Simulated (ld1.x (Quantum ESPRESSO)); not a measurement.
# Varying the TM potential for Pm (Z = 61)

Base potential:

- Element: Pm (Z = 61)
- Generator: ld1.x (Quantum ESPRESSO) 7.5
- Type: norm-conserving Troullier–Martins (Kleinman–Bylander form)
- Functional: PBE
- Relativity: scalar-relativistic
- Frozen core: [Xe] 4f4
- Valence charge: 3
- Reference configuration: 5d1 6s0 6p0 (charge +2)
- Partial waves: 6s (bound, empty): rc 3.30 bohr; 6p (bound, empty): rc 3.15 bohr; 5d (bound): rc 3.20 bohr
- Local potential: the d channel
- Core correction: none

All-electron outer shells of the reference configuration (PBE, scalar-relativistic, ld1.x):

| shell | level (eV) | outermost node (bohr) | outermost maximum (bohr) |
| --- | --- | --- | --- |
| 4f | -20.79 | – | 0.62 |
| 5d | -15.10 | 0.85 | 1.97 |
| 6s | -14.42 | 1.68 | 3.20 |
| 6p | -10.42 | 1.97 | 3.91 |

Cutoffs, loose and tight: the cutoffs (Ry, on a coarse ladder) from which the occupation-weighted sum of valence levels, in a spherical-Bessel basis at the reference potential, stays within 10 and 1 mRy of its value at 400 Ry. They do not see the model core or the augmentation charge, which bear on the density cutoff. Test errors are all-electron minus pseudo excitation energies from the reference, over the configurations 5d1 6s2 6p0; 5d1 6s1 6p0; 5d1 6s1.5 6p0; 5d1 6s0 6p1; 5d0 6s2 6p1; 5d2 6s1 6p0; 5d0 6s2 6p0. A dash means not determined; rows that change the core or the reference have their own tests. The largest error is taken over the tests solved by every variant that gives reliable tests at all: 5d0 6s2 6p0; 5d1 6s1 6p0; 5d1 6s1.5 6p0; 5d1 6s2 6p0; 5d2 6s1 6p0.

A true bound ghost makes a file unfit for plane-wave use even where its test errors are small: the radial tests pick states by their node count and pass the ghost by. Where a test does run into it, the solver fails or the error is huge.

```csv
change,outcome,"cutoff, loose","cutoff, tight",bound ghosts,largest test error (meV)
base,generated,12 Ry,18 Ry,"s, p",+867
wave 6p (bound): rc 3.15 bohr becomes 6p (bound): rc 2.04 bohr,generated,12 Ry,18 Ry,"p, s",+867
wave 6p (bound): rc 3.15 bohr becomes 6p (bound): rc 2.44 bohr,generated,12 Ry,18 Ry,"p, s",+867
wave 6p (bound): rc 3.15 bohr becomes 6p (bound): rc 2.92 bohr,generated,12 Ry,18 Ry,"s, p",+867
wave 6p (bound): rc 3.15 bohr becomes 6p (bound): rc 3.26 bohr,generated,12 Ry,18 Ry,"s, p",+867
wave 6p (bound): rc 3.15 bohr becomes 6p (bound): rc 3.76 bohr,generated,12 Ry,18 Ry,"s, p",+867
wave 6p (bound): rc 3.15 bohr becomes 6p (bound): rc 4.28 bohr,generated,12 Ry,18 Ry,"s, p",+867
wave 6p (bound): rc 3.15 bohr becomes 6p (bound): rc 4.60 bohr,generated,12 Ry,18 Ry,"s, p",+867
```

Reading the sweep of the p radius (base included, trends over the rows without a ghost): Bound ghosts are found at 2.04, 2.44, 2.92, 3.15, 3.26, 3.76, 4.28, 4.6 bohr. Every judged row has one, so this setting neither creates nor removes them.
